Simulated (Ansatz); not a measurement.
Consider the substitution at a C–C bond: `F/C=C(\[SiH3])CF` + `OCCCF` → `FCCCOCF` + `F/C=C/[SiH3]`.

Gas-phase electronic energies from Ansatz, PBE0-D4/def2-TZVP geometries. CBS: MP2 limit from def2 TZ/QZ plus the TZ coupled-cluster correction, frozen cores. Double bonds are as drawn, so ΔE can hold a change between cis and trans. DFT in def2-TZVPP. B3LYP here is the variant with VWN-RPA as its local correlation; programs differ in this. Each species was taken in one conformer, which may not be the lowest.

| level | ΔE (kJ/mol) | difference from CCSD(T)/CBS |
| --- | --- | --- |
| PBE0-D4 | -3.3 | -1.1 |
| B3LYP-D4 | -7.2 | -5.0 |
| ωB97X-V | -7.4 | -5.2 |
| ωB97M-V | -5.4 | -3.2 |
| B2PLYP | -7.1 | -4.9 |
| PBE | -5.5 | -3.3 |
| PBE0 | -3.5 | -1.3 |
| MP2/def2-QZVPP | -0.6 | 1.6 |
| HF/CBS(def2) | -11.4 | -9.2 |
| MP2/CBS(def2) | 0.8 | 3.0 |
| CCSD(T)/CBS | -2.2 | 0 |

Largest T1 diagnostic among the species: 0.012.

In def2-TZVPP, CCSD(T) changes the Hartree–Fock value by +5.8 kJ/mol (the triples alone add −0.7 kJ/mol) and MP2 by +8.8 kJ/mol.
